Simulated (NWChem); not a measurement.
Species: CH3Cl3Si; SMILES C[Si](Cl)(Cl)Cl

Results from NWChem. Pople sets run with spherical d functions. STO-3G and 3-21G are far too small for this property and stand as cheap habits. The geometry was optimised at PBE0/def2-SVP. Vertical excitations in the gas phase; the lowest state need not have the same character in each row.

**Question.** Order these by “lowest excitation, singlet (eV)”, lowest first: PBE/3-21G, TDA; PBE/6-31G*, TDA; PBE/def2-SVP, TDA.

**Answer.** PBE/3-21G, TDA (6.72), PBE/6-31G*, TDA (6.99), PBE/def2-SVP, TDA (7.23)
